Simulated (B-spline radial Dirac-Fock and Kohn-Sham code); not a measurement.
Kohn-Sham estimates against Dirac-Fock for the levels of Eu⁴⁸⁺

System: the Eu⁴⁸⁺ ion in the configuration [Ne] 3s2 3p3.

The density-functional columns are spherical, spin-unpolarised Dirac-Kohn-Sham results without Breit or QED terms: −ε is minus the orbital energy of the initial state and ΔSCF the difference of two total energies. The reference in the last column comes from Dirac-Fock energy differences between relaxed states, corrected for Breit and QED terms. All numbers are from a B-spline atomic structure program, in eV; a selection of levels is shown. For the 1s level of heavy atoms much of the gap between ΔSCF and the reference is the Breit and QED part, -204.7 eV here; for other levels the error of the functional can be larger.

```csv
level,LDA −ε,LDA ΔSCF,Dirac-Fock
K (1s),51567.7,52064.3,51869.8
L1 (2s),11079.3,11200.6,11241.4
L3 (2p3/2),10053.3,10188.2,10178.2
M1 (3s),4388.5,4439.1,4437.7
"M2,3 (3p)",4142.5,4194.7,4187.5
```

Values without a named source are computed, but for edge energies of neutral atoms, which are taken from tables.
